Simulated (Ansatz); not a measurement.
Molecule: P$_{2}$H$_{5}$ (charge +1, singlet). It need not be the lowest isomer of its formula. SMILES: P[PH3+]
Geometry: optimised at B3LYP-D3(BJ)/def2-TZVP (Ansatz, a program for electronic structure).

Parts of the frozen-core correlation energy in STO-3G (Ansatz, hartree). Frozen orbitals: 10; correlated occupied orbitals by spin: 7 and 7; virtual: 6 and 6. Spin-orbit coupling is left out. No relativistic terms.

```csv
term,value
reference (HF),-676.55819
MP2 opposite-spin,-0.07940
MP2 same-spin,?
CCSD correlation,?
(T),?
FCI minus CCSD(T),-0.00033
T1 diagnostic,0.006
largest doubles amplitude,0.066
```

Task: What belongs in the gaps?

Result: 
- MP2 same-spin, value: -0.00339
- CCSD correlation, value: -0.12037
- (T), value: -0.00078
